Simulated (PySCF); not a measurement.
1-bromo-2,2-dichloro-1-fluoroethene (C2BrCl2F), SMILES FC(Br)=C(Cl)Cl.

Geometry: PBE-D3(BJ)/def2-SVP.

Computed with PBE-D3(BJ)/def2-SVP in PySCF.

Frequencies are harmonic and unscaled.

| mode | ν (cm⁻¹) | IR (km/mol) | moving atoms (share of kinetic energy) |
|---|---|---|---|
| 1 | 103 | 0.1 | Cl 41 %, F 40 %, Br 12 % |
| 2 | 143 | 0.7 | Cl 55 %, Br 29 %, F 9 % |
| 3 | 232 | 0.5 | Cl 69 %, Br 14 %, F 13 % |
| 4 | 300 | 0.4 | C 81 %, F 11 % |
| 5 | 320 | 0.1 | Cl 46 %, Br 26 %, F 21 % |
| 6 | 339 | 0.9 | F 53 %, Cl 29 %, C 9 %, Br 9 % |
| 7 | 486 | 0.5 | Cl 48 %, F 35 %, C 13 % |
| 8 | 501 | 0.4 | C 95 % |
| 9 | 780 | 127.1 | C 79 %, Cl 14 % |
| 10 | 949 | 108.6 | C 86 %, Cl 10 % |
| 11 | 1173 | 127.1 | C 70 %, F 29 % |
| 12 | 1639 | 19.6 | C 98 % |
